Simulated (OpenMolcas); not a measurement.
## Computed transition rates of Ag5+

```json
{"Program": "OpenMolcas", "Method": "CASSCF", "Basis": "ANO-RCC-VTZP [7s6p4d2f1g]", "Scalar Hamiltonian": "DKH2, point nucleus", "Active space": "6 electrons in 5 orbitals (4d)", "State averaging": "2S+1 = 5 even, 5 roots; 2S+1 = 3 even, 45 roots; 2S+1 = 1 even, 50 roots", "Spin-orbit coupling": "state interaction with AMFI integrals over the reference wave functions, term energies averaged over their components"}
```

Rates come from the transition moments of the reference wave functions (E1 and E2 in the length form). At fixed line strength A goes as λ^-3 for E1 and M1 and as λ^-5 for E2, so a rate at the computed wavelength can be rescaled to the measured one. Measured vacuum wavelengths follow from level energies in the list in Gamrath, thesis, University of Mons (2023). Branching counts decays inside the model space alone, at computed energies, and the table is only a selection of the E2 and M1 lines, drawn from those between levels with measured partners whose computed energy lies within a factor of 1.5 of the measured one.

```
     Upper       Lower  Type  λ computed (nm)  λ measured (nm)  A computed (s-1)  A rescaled (s-1)  Branching %
   4d6 5D0     4d6 5D1    M1            22830            22780          1.33e-02          1.34e-02        100.0
   4d6 5D1     4d6 5D2    M1            10650            10120          7.62e-02          8.88e-02        100.0
   4d6 5D2     4d6 5D3    M1             7362             7933          1.58e-01          1.26e-01        100.0
   4d6 5D3     4d6 5D4    M1             3948             3714          5.59e-01          6.71e-01        100.0
   4d6 3G5     4d6 3H5    M1             1486             1627          1.08e+00                           32.3
4d6 3P1(1)  4d6 3P2(1)    M1             1420             1391          8.38e+00          8.92e+00         28.2
   4d6 3G5     4d6 3H6    M1             1368             1551          1.96e+00                           58.4
   4d6 1I6     4d6 3H5    M1              758            807.6          1.70e+00                           34.1
   4d6 3D2  4d6 3P2(1)    M1            746.4            861.4          1.88e+00                           24.8
   4d6 1I6     4d6 3H6    M1            726.1            788.5          3.23e+00                           64.9
4d6 1G4(1)     4d6 3H5    M1            591.9            638.2          6.29e+00                           31.3
4d6 1D2(1)  4d6 3F3(1)    M1            483.6            590.6          7.45e+00                           34.9
4d6 3P2(1)     4d6 5D3    M1            436.3              545          1.72e+01                           85.6
   4d6 3H6     4d6 5D4    E2            410.8            464.8          1.74e-04                          100.0
   4d6 3H5     4d6 5D4    M1            401.2            458.5          3.80e-02                           74.1
4d6 3F2(1)     4d6 5D2    M1            389.4            468.3          3.24e+00                           56.9
4d6 3F3(1)     4d6 5D3    M1            385.6            459.8          6.48e+00                           59.4
4d6 3P1(1)     4d6 5D2    M1            349.6            411.9          1.56e+01                           52.6
   4d6 3G3     4d6 5D3    M1            313.9            361.4          1.57e+00                           27.6
   4d6 3G4     4d6 5D4    M1            296.9            337.2          2.00e+00                           49.6
   4d6 3D1     4d6 5D1    M1            288.9            349.4          5.17e+00                           48.9
   4d6 3D2     4d6 5D2    M1              286            348.5          3.63e+00                           47.9
   4d6 3D3     4d6 5D4    M1            252.3            298.4          7.33e+00                           53.0
4d6 3P1(2)     4d6 5D2    M1            171.7            209.6          1.33e+01                           41.6
4d6 3P2(2)     4d6 5D3    M1            155.6            185.8          9.22e+00                           32.2
```

Spin-changing lines and M1 lines between different terms are not rescaled, since their strength hangs on the term gaps too.

The largest correction is for 4d6 5D2 → 4d6 5D3 (M1): 1.58e-01 × (7362 / 7933)^3 = 1.26e-01 s-1, a factor of 0.80.

The computed order of these levels differs from the measured one in 3 places, and where term gaps are wrong the rates of spin-changing lines can be off by large factors.

These are rates of the free ion; in crystals, glasses and complexes forced electric-dipole and non-radiative decay shorten such lifetimes by orders of magnitude. No measured rate stands beside these. Rescaling mends the energy factor alone: line strengths can still be far off where a level mixes with configurations outside the active space, and weak or spin-changing lines hang on small mixing coefficients that depend on the term gaps too, so rescaling need not improve them.

Without dynamic correlation excited terms often stand tens of per cent too high (terms of higher spin than the ground term too low), and those without a measured partner can miss by more than the paired ones. Some levels mix across a computed gap that differs much from the measured one, so their mixing is not that of the real levels. Computed and measured levels are paired by configuration, term and J; levels that our copy of the source lacks, or whose pairing is in doubt (as where it misses far off the trend of its configuration), stay unpaired. Only configurations of the active space appear.

A number in round brackets counts repeated terms of one configuration in the order of the reference energies.
